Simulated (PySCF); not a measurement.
## Electron correlation in Co (cobalt, neutral)

[Ar] 3d7 4s2, high-spin 4F determinant. All numbers are calculated (PySCF 2.14, no relativity, point nucleus, in def2-SVP). Frozen: [Ar]; 9 electrons correlated.

MP2 pair energies summed by pair of shells (mhartree):

| pair | energy | share (%) |
| --- | --- | --- |
| 3d-3d | -110.27 | 78.0 |
| 4s-4s | -17.94 | 12.7 |
| 3d-4s | -13.10 | 9.3 |

Total MP2 correlation energy: -141.31 mhartree.

Same-spin part -54.21 and opposite-spin part -87.10 mhartree; SCS-MP2 scales them by 1/3 and 6/5 to -122.59 mhartree.
